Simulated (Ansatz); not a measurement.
Abridged output of a molecular run in Ansatz:

```
Functional definition: HF
1336 factors; integrals over basis functions are off by at most 9.1e-4 eV
mean field evaluation 1: about -63792.2602 eV, gradient 3.7e1 eV
mean field evaluation 2: about -63792.2661 eV, gradient 3.7e1 eV
mean field evaluation 4: about -63798.2862 eV, gradient 3.5e0 eV
mean field evaluation 8: about -63798.4477 eV, gradient 2.5e-1 eV
mean field -63798.44963904 eV, -2344.5497800925 hartree, gradient 6.6e-6 eV, S^2 0.755726; 0 other end points of the search recorded, 0 dependent functions left out
16 core orbitals not correlated: weight in the atoms' cores, before any rotation towards them, 1.000 or more for the frozen orbitals, at most 0.000 for the correlated occupied ones
reference -63798.44963904 eV, -2344.5497800925 hartree; 17, 16 occupied and 189, 190 virtual orbitals, 1336 factors
second order -21.27336921 eV of doubles, -0.00000000 eV of singles
cycle   1  -21.06173406 eV  change    2.1e-1 eV  update   1.2e-1
cycle   2  -21.71157679 eV  change   -6.5e-1 eV  update   3.9e-2
cycle   3  -21.86864649 eV  change   -1.6e-1 eV  update   2.2e-2
cycle   4  -21.85684965 eV  change    1.2e-2 eV  update   6.9e-3
cycle   5  -21.85399977 eV  change    2.8e-3 eV  update   4.0e-3
cycle   6  -21.85519710 eV  change   -1.2e-3 eV  update   1.6e-3
cycle   7  -21.85503446 eV  change    1.6e-4 eV  update   8.5e-4
cycle   8  -21.85532343 eV  change   -2.9e-4 eV  update   3.8e-4
cycle   9  -21.85540953 eV  change   -8.6e-5 eV  update   1.9e-4
cycle  10  -21.85531834 eV  change    9.1e-5 eV  update   8.9e-5
cycle  11  -21.85536758 eV  change   -4.9e-5 eV  update   4.4e-5
cycle  12  -21.85536671 eV  change    8.7e-7 eV  update   2.3e-5
perturbative correction -0.84768164 eV, -0.0311517256 hartree
Total energy: -63821.15268739 eV, -2345.3841017306 hartree
Checks for a lower state left out: cluster_reference
```

Its atoms:

Cartesian coordinates in Å:
```
N 1.977 -0.033 1.788
Ga 1.368 0.330 0.092
O -0.365 -0.087 -0.145
Si -1.501 -0.131 -1.312
H 2.846 0.375 2.095
H 1.290 -0.016 2.530
H -2.697 0.643 -0.881
H -1.002 0.455 -2.590
H -1.915 -1.535 -1.577
```

(1) Which basis set was used?
A. def2-TZVPPD
B. cc-pV(Q+d)Z
C. def2-TZVPP
D. def2-QZVPP

(2) Write the keys of the input that set method, charge and spin (a neutral closed shell needs none for the last two).

Answers

(1) C. It gives 222 functions.

(2) 
```yaml
magnetization: {spin_polarized: true, initial_magnetization: 1}
correlation: {method: ccsd_t}
scf: {omitted_lower_state_checks: [cluster_reference]}
```
